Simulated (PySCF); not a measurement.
# C₆ coefficients of unlike pairs at B3LYP

Calculated with PySCF 2.14 from the dipole response of each species, C₆(A,B) = (3/π) ∫ α_A(iu) α_B(iu) du, in atomic units, from isotropic polarisabilities. For ions this is the dispersion term alone; charge-induced terms of lower order in 1/R come first.

| species | configuration | basis | relativity | α (bohr³) | C₆ (like pair) |
| --- | --- | --- | --- | --- | --- |
| Tc | [Kr] 4d5 5s2 (6S) | aug-cc-pVTZ-PP with one added diffuse shell each of s, p, d, f, g type with ECP28MDF (7s7p6d4f3g) | core potential | 79.90 | 910.9 |
| Mn²⁺ | [Ar] 3d5 (6S) | aug-cc-pVTZ with one added diffuse shell each of s, p, d, f, g type (9s8p6d4f3g) | none | 3.875 | 11.43 |
| N⁺ | [He] 2s2 2p2 (3P) | dyall-acv3z (15s9p4d2f) | spin-free X2C | 3.821 | 8.187 |

(1) Estimate C₆ for N⁺ with Mn²⁺.

No spin-orbit coupling is included.

The other pairs:

```tsv
pair	C₆
N⁺, Tc	74.01
Mn²⁺, Tc	80.21
```

Answers

(1) The integral gives 9.483. The combination rule 2 C_A C_B / (C_A α_B/α_A + C_B α_A/α_B) gives 9.561 and the geometric mean 9.673.
